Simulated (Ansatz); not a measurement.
C₃H₈Te, SMILES `CC(C)[TeH]`. Charge 0, multiplicity 1. Te: def2 effective core potential.

Cartesian coordinates in Å:
```
C -1.0974 0.8899 -0.4006
C -0.1120 0.0450 0.3837
C 0.4167 -1.1249 -0.4177
Te 1.4901 1.3537 1.0431
H -1.4964 1.7151 0.1932
H -0.6344 1.3073 -1.2992
H -1.9412 0.2712 -0.7228
H -0.5789 -0.3055 1.3055
H 0.9317 -0.7832 -1.3187
H 1.1158 -1.7331 0.1587
H -0.4149 -1.7699 -0.7259
H 2.3210 0.1344 1.8007
```

(1) List the harmonic frequencies (cm⁻¹, unscaled) at PBE0-D4/def2-TZVP in Ansatz. (Best estimate.)

(2) Is this a minimum?

(3) Give the ideal-gas thermochemistry at 298.15 K and 1 bar (rigid rotor, harmonic oscillator; point group C1, symmetry number 1).

(4) And at 400, 500, 600, 800 and 1000 K?

## Answers

(1) Ansatz gave: 137, 226, 241, 251, 273, 384, 515, 640, 906, 932, 973, 1024, 1144, 1176, 1226, 1349, 1397, 1412, 1475, 1476, 1490, 1495, 2148, 3028, 3037, 3090, 3102, 3110, 3125, 3136.

(2) Yes, all 30 modes are real.

(3) Zero-point energy 262.7 kJ/mol; H(298) − E = 282.0 kJ/mol; entropy 337.6 J/(mol·K), of which translation 173.0, rotation 112.0, vibration 52.6; G(298) − E = 181.4 kJ/mol.

(4) 
```tsv
T (K)	H − E (kJ/mol)	S (J/mol/K)	G − E (kJ/mol)
400	293.2	369.7	145.3
500	306.3	398.8	106.9
600	321.2	425.9	65.6
800	355.5	475.2	-24.6
1000	394.6	518.7	-124.1
```
